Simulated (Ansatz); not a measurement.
Cost and result for the atomization energy of AlH5OSi2 (`[SiH3][SiH]1[O][AlH]1`) (9 atoms, 9 bonds).

```xyz
9

Si   -1.3884   -0.7565   -0.7382
Si    0.6513   -0.3883    0.3459
O     1.6259    0.8389   -0.3053
Al    1.3768    1.5711    1.2506
H    -2.2143   -1.6665    0.1029
H    -2.1155    0.5310   -0.9042
H    -1.2137   -1.3806   -2.0795
H     1.3649   -1.6904    0.5089
H     1.9130    2.9414    1.8190
```

Total charge 0; spin multiplicity 1. All single points use the PBE0-D4/def2-TZVP geometry. Program: Ansatz. All runs use 2 threads of an Arm Neoverse V2 on a shared host. Times are those of one run each, without the atoms' runs, and a repeat can differ threefold. Electronic energies, without spin–orbit coupling; frozen cores. CCSD(T)/CBS adds CCSD(T) − MP2 in def2-TZVPP to the MP2 limit, and its time is that of the two runs behind it. T1 = 0.016. B3LYP takes the VWN-RPA correlation (the form of Gaussian; ORCA's B3LYP/G). HSE06 is the plane-wave form, built on full-range PBE exchange.

CCSD(T)/CBS is a level of theory with its own doubt, some kJ/mol a heavy atom from the limit and from the frozen cores, so smaller differences don't rank the functionals.

| level | functions | wall time |
| --- | --- | --- |
| CCSD(T)/def2-SVP | 93 | 2.5 s |
| revPBE-D4/def2-TZVPP | 227 | 2.6 s |
| BHLYP-D4/def2-TZVPP | 227 | 3.6 s |
| HSE06-D4/def2-TZVPP | 227 | 4.1 s |
| B3LYP-D4/def2-TZVPP (with forces) | 227 | 5.5 s |
| r2SCAN-D4/def2-TZVPP (with forces) | 227 | 6 s |
| r2SCANh-D4/def2-TZVPP | 227 | 6 s |
| B2PLYP/def2-TZVPP | 227 | 6.5 s |
| B97M-V/def2-TZVPP | 227 | 11 s |
| ωB97M-V/def2-TZVPP (with forces) | 227 | 15 s |
| MP2/def2-QZVPP | 417 | 19 s |
| CCSD(T)/def2-TZVPP | 227 | 66 s |
| CCSD(T)/CBS(def2) | – | 85 s |

(1) What atomization energy does each give, and how far from CCSD(T)/CBS? (An estimate is asked.)

Answers

(1) Ansatz gave: 
```
                             level  atomization (kcal/mol)  difference from CCSD(T)/CBS  per bond
                  CCSD(T)/def2-SVP                   594.9                        -55.8      -6.2
              revPBE-D4/def2-TZVPP                   633.8                        -16.9      -1.9
               BHLYP-D4/def2-TZVPP                   630.5                        -20.2      -2.3
               HSE06-D4/def2-TZVPP                   638.6                        -12.1      -1.3
 B3LYP-D4/def2-TZVPP (with forces)                   644.4                         -6.3      -0.7
r2SCAN-D4/def2-TZVPP (with forces)                   651.9                          1.2       0.1
             r2SCANh-D4/def2-TZVPP                   647.2                         -3.5      -0.4
                 B2PLYP/def2-TZVPP                   637.3                        -13.4      -1.5
                 B97M-V/def2-TZVPP                   657.9                          7.2       0.8
  ωB97M-V/def2-TZVPP (with forces)                   648.0                         -2.7      -0.3
                    MP2/def2-QZVPP                   647.4                         -3.3      -0.4
                CCSD(T)/def2-TZVPP                   630.3                        -20.4      -2.3
                 CCSD(T)/CBS(def2)                   650.7                          0.0       0.0
```

The D4 term adds +7.8 kcal/mol with B3LYP and +4.1 kcal/mol with PBE0; it sums over pairs of atoms, weighted by their polarisabilities, and B3LYP, whose exchange is more repulsive, gets the larger term. From BLYP to BHLYP (50 % exact exchange), in def2-TZVPP and without D4, the atomization energy moves by −7.4 kcal/mol: exact exchange takes away binding that semilocal exchange gives to molecules. Leaving LDA and LC-ωPBE aside and taking each functional with its dispersion term where it has one, the values spread over 27.4 kcal/mol, from BHLYP-D4 to B97M-V. LDA lies +85.5 kcal/mol from PBE without D4, its usual overbinding.
